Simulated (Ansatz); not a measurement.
A structure relaxed at PBE0-D4/def2-SVP in Ansatz, charge 0, singlet:

```xyz
11

Ge    0.618    0.115   -0.339
H     1.080    0.734   -1.674
C    -0.457   -1.479   -0.591
H    -1.386   -1.234   -1.126
H    -0.718   -1.915    0.385
H     0.096   -2.229   -1.175
C    -0.208    1.413    0.840
H     0.474    2.256    1.024
H    -0.455    0.943    1.803
H    -1.134    1.803    0.392
F     2.089   -0.407    0.460
```

Q: Give its formula, name or SMILES and point group.

A: GeHMe2F (C₂H₇FGe). Point group Cs (tolerance 0.1 Å).

Q: Summarise the bond lengths by kind (pairs closer than 1.2 times the sum of covalent radii, bridged metal pairs left out).

A: 2 × C–Ge 1.94 Å; 1 × F–Ge 1.75 Å; 6 × C–H 1.10 Å; 1 × Ge–H 1.54 Å.
